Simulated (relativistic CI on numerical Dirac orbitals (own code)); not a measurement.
## What each ingredient does to the levels of Au LXXVIII

Base calculation: Dirac-Coulomb-Breit CI, orbitals from a KLI potential per configuration, model QED, unscaled Slater integrals.

CI space: 1s2, 1s.2s, 1s.2p, 1s.3s, 1s.3p, 1s.3d, 1s.4s, 1s.4p, 1s.4d, 1s.4f, 1s.5s, 1s.5p, 1s.5d, 1s.5f, 1s.5g, 1s.6s, 1s.6p, 1s.6d, 2s2. Levels of other configurations are missing.

Variants: (1) valence Slater integrals scaled by 0.9. Shifts of the energy above 1s2 1S_0, in eV, for the lowest level and the first level of each name with at least 55 % of one term (blank where a level changes its place among those of its configuration and J or its character, or is not in the variant):

```csv
Level,Base,Δ(1)
1s2 1S_0,0.0,0.0
1s.2s 3S_1,68092.7,+3.4
1s.2p 3P°_1,68218.4,-0.4
1s.2s 1S_0,68268.7,-10.1
1s.2p 3P°_0,68272.8,+2.0
1s.2p 3P°_2,70343.3,+1.5
1s.2p 1P°_1,70397.5,-2.8
1s.3s 3S_1,81376.4,+0.9
1s.3p 3P°_1,81409.5,-0.2
1s.3s 1S_0,81423.2,-2.6
1s.3p 3P°_0,81423.6,+0.5
1s.3p 3P°_2,82042.6,+0.5
1s.3d 3D_2,82052.2,0.0
1s.3d 3D_1,82057.4,0.0
1s.3p 1P°_1,82059.0,-0.8
1s.3d 3D_3,82228.4,0.0
1s.3d 1D_2,82232.0,0.0
1s.4s 3S_1,85918.0,+0.3
1s.4p 3P°_1,85931.3,-0.1
1s.4s 1S_0,85936.9,-1.0
1s.4p 3P°_0,85936.9,+0.2
1s.4p 3P°_2,86196.1,+0.2
```

At this charge energies of transitions that change n are usually good to better than 1 %, and those within a shell (Δn = 0) to a few per cent.

Ionisation energy from the two ground configurations alone: base 91510.9 eV. The NIST ASD value (theoretical) is 91515.8 eV.

LS names give the leading component of a level, which can be under half, so a name can repeat, a term be missing and a line seem to break the LS rules.
